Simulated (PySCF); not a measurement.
## Electron correlation in Hg²⁺ (mercury, charge +2)

[Xe] 4f14 5d9 6s1, high-spin 3D determinant (an excited configuration). Computed with PySCF 2.14 in aug-cc-pVTZ-PP with ECP60MDF (6s6p5d3f2g, 88 functions), with scalar relativity through the core potential. Frozen: 5s2 5p6; 10 electrons correlated.

| level | correlation energy (mhartree) |
| --- | --- |
| CCSD | -301.09 |
| (T) | -9.53 |
| CCSD(T) | -310.62 |

Diagnostics: T1 = 0.0060, D1 = 0.0239, largest double amplitude 0.018.

Spin-orbit coupling, absent here, splits the open shell strongly.

Cost of the coupled-cluster step: of the order of 16 core-seconds, for 10 correlated electrons.

Iterations:

```
CC2 = 0
CCSD nocc = (np.int64(6), np.int64(4)), nmo = (84, 84)
frozen orbitals [[0, 1, 2, 3], [0, 1, 2, 3]]
max_cycle = 100
direct = 0
conv_tol = 1e-08
conv_tol_normt = 1e-06
diis_space = 8
diis_start_cycle = 0
Init t2, MP2 energy = -0.318291475859955
Init E_corr(UCCSD) = -0.318291475860042
cycle = 1  E_corr(UCCSD) = -0.297480431707826  dE = 0.0208110442  norm(t1,t2) = 0.0331467
cycle = 2  E_corr(UCCSD) = -0.301019467581692  dE = -0.00353903587  norm(t1,t2) = 0.00651354
cycle = 3  E_corr(UCCSD) = -0.300936785206713  dE = 8.2682375e-05  norm(t1,t2) = 0.00234802
cycle = 4  E_corr(UCCSD) = -0.301099001609937  dE = -0.000162216403  norm(t1,t2) = 0.000640292
cycle = 5  E_corr(UCCSD) = -0.301088044032081  dE = 1.09575779e-05  norm(t1,t2) = 0.000296167
cycle = 6  E_corr(UCCSD) = -0.301087009646017  dE = 1.03438606e-06  norm(t1,t2) = 8.96268e-05
cycle = 7  E_corr(UCCSD) = -0.30108955825489  dE = -2.54860887e-06  norm(t1,t2) = 2.62897e-05
cycle = 8  E_corr(UCCSD) = -0.301088955385056  dE = 6.02869835e-07  norm(t1,t2) = 5.96791e-06
cycle = 9  E_corr(UCCSD) = -0.301088924543937  dE = 3.08411188e-08  norm(t1,t2) = 7.61917e-07
cycle = 10  E_corr(UCCSD) = -0.301088942433685  dE = -1.7889748e-08  norm(t1,t2) = 1.8807e-07
cycle = 11  E_corr(UCCSD) = -0.301088941242497  dE = 1.19118765e-09  norm(t1,t2) = 4.86095e-08
UCCSD converged
E(UCCSD) = -151.6846886045575  E_corr = -0.3010889412424971
UCCSD(T) correction = -0.00952806212578965
```
